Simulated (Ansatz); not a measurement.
(1) Predict a relaxed structure of the cluster CdF₂, charge 0, singlet, at r2SCAN-D4/def2-TZVP (Ansatz).

## Answers

(1) 
Cartesian coordinates in Å:
```
Cd 0.000 0.000 0.000
F 1.190 -1.244 -0.850
F -1.190 1.244 0.851
```
Point group D∞h (tolerance 0.1 Å). The metal has 2 neighbours: F 1.92 Å, F 1.92 Å. This is one stationary point.

In the def2 sets Cd takes a core potential; there is no spin–orbit coupling. The structure comes from a short search, and lower isomers may exist.
